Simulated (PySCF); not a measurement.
Be(OH)(NMe2) (C2H7BeNO), SMILES [OH][Be][N](C)C.

The structure is a stationary point at PBE0-D3(BJ)/def2-SVP. The structure was generated by enumeration; whether it is a known compound was not checked. Other conformers were not sampled.

Two levels are set side by side: TDA-PBE/def2-SVPD (PySCF) and TDA-LC-ωPBE/def2-SVPD (PySCF). Vertical, same geometry. The lowest singlet is HOMO→LUMO 100 % with PBE and HOMO→LUMO+3 46 %, HOMO→LUMO 44 % with the other functional; states are paired by order. Differences are taken from unrounded values.

```
quantity                               TDA-PBE
-------------------------------------  -------
lowest singlet excitation (eV)            4.12
lowest triplet excitation (TDA) (eV)      3.99
first bright state (f over 0.05) (eV)     5.36
its oscillator strength                   0.07
```

Question: These are the TDA-PBE values. What does TDA-LC-ωPBE give? (The exact figures need the calculation; the answer reports its results.)

Answer: 
| quantity | TDA-LC-ωPBE | TDA-PBE minus TDA-LC-ωPBE |
|---|---|---|
| lowest singlet excitation (eV) | 5.75 | -1.64 |
| lowest triplet excitation (TDA) (eV) | 5.51 | -1.52 |
| first bright state (f over 0.05) (eV) | 6.73 | -1.37 |
| its oscillator strength | 0.08 | -0.02 |

A lower first singlet is the usual sign of a functional without exact exchange. Differences between two approximate levels are no errors against the true value.

Rough cost on one machine, each run with all the roots and properties that it gave: TDA-LC-ωPBE against TDA-PBE about 3 times.
